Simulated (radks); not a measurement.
Values are calculated unless marked as measured or tabulated.
Q: Radial electron density D(r) = 4 pi r^2 rho(r) of an atom or ion with 10 electrons. Code: a radial shooting solver on a logarithmic mesh with Libxc functionals. Model: Dirac Kohn-Sham, BLYP, spin-unpolarised, spherical densities, finite nucleus; Fermi nuclear charge, rms radius of each element as measured or else 0.836 A^(1/3) + 0.57 fm.

r (bohr),D(r) (e/bohr)
0.00282,1.589
0.003417,2.233
0.00414,3.117
0.005056,4.369
0.006127,5.976
0.007423,8.068
0.008995,10.72
0.01099,14.13
0.01331,17.98
0.01613,22.25
0.0197,26.80
0.02387,30.77
0.02892,33.71
0.03505,35.01
0.0428,34.28
0.05186,31.88
0.06284,28.88
0.07676,26.88
0.093,27.52
0.1127,30.86
0.1365,35.16
0.1668,37.33
0.2021,34.51
0.2448,26.75
0.2991,16.35
0.3624,7.851
0.4391,2.779
0.532,0.6837
0.6498,0.1002
0.7873,0.009436

What is the nuclear charge?

A: Z = 29. The innermost maximum, from 1s, lies near gamma/Z bohr with gamma = sqrt(1 - (Z/c)^2) = 0.977, here 0.0337 bohr (found: 0.0362), and its height grows with Z. The density is that of the copper ion Cu19+ in [Ne]; the configuration itself is not fixed sharply by these data, and Z only to about a unit. D(r) has 2 maxima, at r = 0.0362, 0.165 bohr, and minima at 0.0812 bohr, inside which lie 2.15 electrons.
